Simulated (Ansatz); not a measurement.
Consider the ligand exchange at the Si–N bond: `CN(C)[Si]Cl` + H–F → `F[Si]Cl` + `CNC`.

Gas-phase electronic energies from Ansatz, PBE0-D4/def2-TZVP geometries. CCSD(T)/CBS adds triple-zeta CCSD(T) − MP2 to the extrapolated MP2 energy (def2 sets, frozen cores). This one scheme is used for every species. Functionals use def2-TZVPP. One conformer a species, not always the lowest.

(1) Is it downhill or uphill in electronic energy at CCSD(T)/CBS, and by how much? (Estimate.)

(2) What do these levels give: revPBE-D4, r2SCAN-D4, r2SCANh-D4, ωB97M-V, revPBE, r2SCAN, BHLYP, CAM-B3LYP, HF/def2-TZVPP, MP2/def2-TZVPP, MP2/CBS(def2), CCSD/CBS(def2)? (Best estimate.)

Largest T1 diagnostic among the species: 0.014.

Answers

(1) Computed: Downhill: ΔE = -42.4 kJ/mol.

(2) The calculation gave: revPBE-D4 -35.6, r2SCAN-D4 -47.4, r2SCANh-D4 -47.1, ωB97M-V -54.5, revPBE -57.3, r2SCAN -49.9, BHLYP -66.1, CAM-B3LYP -64.8, HF/def2-TZVPP -76.4, MP2/def2-TZVPP -35.0, MP2/CBS(def2) -34.4, CCSD/CBS(def2) -48.7 kJ/mol.

The D4 term adds +15.5 kJ/mol with B3LYP and +8.4 kJ/mol with PBE0; it sums over pairs of atoms, weighted by their polarisabilities, and B3LYP, whose exchange is more repulsive, gets the larger term. Leaving LDA and LC-ωPBE aside and taking each functional with its dispersion term where it has one, the values, not all of them listed here, spread over 21.8 kJ/mol, from B97M-V to revPBE-D4. LDA lies +16.4 kJ/mol from PBE without D4. In def2-TZVPP, CCSD(T) changes the Hartree–Fock value by +33.3 kJ/mol (the triples alone add +6.3 kJ/mol) and MP2 by +41.4 kJ/mol.

B3LYP here is the variant with VWN-RPA as its local correlation; programs differ in this.
